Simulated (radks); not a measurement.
Ba6+, configuration [Kr] 4d10 5s2 5p2 (the NIST ground configuration). All-electron calculation, Dirac Kohn-Sham, PBEsol, spin-unpolarised, spherical densities, finite nucleus; open shells fill j = l - 1/2 first; Fermi nuclear charge, rms radius 4.8378 fm. Program: a radial shooting solver on a logarithmic mesh with Libxc functionals.

Normalised radial functions P(r) = r R(r) (large component), r in bohr:

| r | 4p1/2 |
|---|---|
| 0.002709 | 0.0155 |
| 0.003556 | 0.0227 |
| 0.004705 | 0.0339 |
| 0.006176 | 0.0504 |
| 0.008171 | 0.0759 |
| 0.01073 | 0.1123 |
| 0.01419 | 0.1658 |
| 0.01863 | 0.2363 |
| 0.02465 | 0.3275 |
| 0.03235 | 0.4249 |
| 0.0428 | 0.5086 |
| 0.05618 | 0.5284 |
| 0.07434 | 0.4220 |
| 0.09758 | 0.1491 |
| 0.1291 | -0.2777 |
| 0.1695 | -0.6725 |
| 0.2242 | -0.7748 |
| 0.2943 | -0.3704 |
| 0.3863 | 0.4272 |
| 0.5111 | 1.1822 |
| 0.6709 | 1.3819 |
| 0.8877 | 1.0153 |
| 1.165 | 0.4982 |
| 1.542 | 0.1512 |
| 2.024 | 0.0277 |
| 2.677 | 0.0024 |
| 3.514 | 0.0001 |
| 4.65 | 0.0000 |

4p1/2: eigenvalue -261.05 eV, 2 radial nodes at r = 0.108, 0.337 bohr, <r> = 0.695 bohr, 90 % of the charge inside 1.01 bohr.
